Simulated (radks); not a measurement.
The samarium anion Sm- inside a hard spherical wall (all orbitals vanish at R), configuration held at [Xe] 4f7 6s2 and not refilled when levels cross. Method: scalar-relativistic Kohn-Sham, LDA (Slater exchange, Perdew-Wang correlation), spin-unpolarised, spherical densities, point nucleus; computed with a radial shooting solver on a logarithmic mesh with Libxc functionals. Eigenvalues in eV, with the zero of energy where the potential of the charges vanishes at infinity; a dash marks a level that is unbound or too diffuse for the functional's potential to be trusted. A positive occupied level is held by the wall or, in an anion where self-interaction has pushed it up, behind a barrier. The pressure on the wall is -dE/dV.

[
 {"R (bohr)": "15", "E (hartree)": "-10419.9470", "kinetic (hartree)": "11136.369", "e(5s)": "-37.652", "e(5p)": "-17.843", "e(6s)": "0.082", "e(6p, empty)": "-", "e(5d, empty)": "-", "e(4f)": "3.513", "pressure (GPa)": "0.0461"},
 {"R (bohr)": "12", "E (hartree)": "-10419.9303", "kinetic (hartree)": "11136.365", "e(5s)": "-36.510", "e(5p)": "-16.757", "e(6s)": "0.674", "e(6p, empty)": "-", "e(5d, empty)": "-", "e(4f)": "4.717", "pressure (GPa)": "0.124"},
 {"R (bohr)": "8", "E (hartree)": "-10419.8521", "kinetic (hartree)": "11136.554", "e(5s)": "-33.475", "e(5p)": "-13.855", "e(6s)": "2.720", "e(6p, empty)": "-", "e(5d, empty)": "-", "e(4f)": "7.847", "pressure (GPa)": "1.71"},
 {"R (bohr)": "6", "E (hartree)": "-10419.6561", "kinetic (hartree)": "11137.110", "e(5s)": "-30.131", "e(5p)": "-10.713", "e(6s)": "6.407", "e(6p, empty)": "10.671", "e(5d, empty)": "8.793", "e(4f)": "11.378", "pressure (GPa)": "12.2"},
 {"R (bohr)": "4", "E (hartree)": "-10418.4876", "kinetic (hartree)": "11140.947", "e(5s)": "-21.968", "e(5p)": "-3.055", "e(6s)": "22.886", "e(6p, empty)": "32.881", "e(5d, empty)": "18.983", "e(4f)": "20.723", "pressure (GPa)": "222"},
 {"R (bohr)": "3.5", "E (hartree)": "-10417.3866", "kinetic (hartree)": "11144.770", "e(5s)": "-17.147", "e(5p)": "1.799", "e(6s)": "35.858", "e(6p, empty)": "48.996", "e(5d, empty)": "25.751", "e(4f)": "26.595", "pressure (GPa)": "595"},
 {"R (bohr)": "3", "E (hartree)": "-10414.9908", "kinetic (hartree)": "11152.925", "e(5s)": "-8.951", "e(5p)": "10.618", "e(6s)": "60.625", "e(6p, empty)": "78.225", "e(5d, empty)": "37.914", "e(4f)": "36.645", "pressure (GPa)": "1840"},
 {"R (bohr)": "2.5", "E (hartree)": "-10409.1633", "kinetic (hartree)": "11171.674", "e(5s)": "6.895", "e(5p)": "28.687", "e(6s)": "111.94", "e(6p, empty)": "136.05", "e(5d, empty)": "62.254", "e(4f)": "54.905", "pressure (GPa)": "6810"},
 {"R (bohr)": "2", "E (hartree)": "-10392.8207", "kinetic (hartree)": "11220.718", "e(5s)": "44.345", "e(5p)": "72.436", "e(6s)": "230.67", "e(6p, empty)": "264.80", "e(5d, empty)": "118.66", "e(4f)": "90.733", "pressure (GPa)": "32100"},
 {"R (bohr)": "1.5", "E (hartree)": "-10335.1207", "kinetic (hartree)": "11386.025", "e(5s)": "166.10", "e(5p)": "211.15", "e(6s)": "560.77", "e(6p, empty)": "610.17", "e(5d, empty)": "281.20", "e(4f)": "174.77", "pressure (GPa)": "229000"}
]
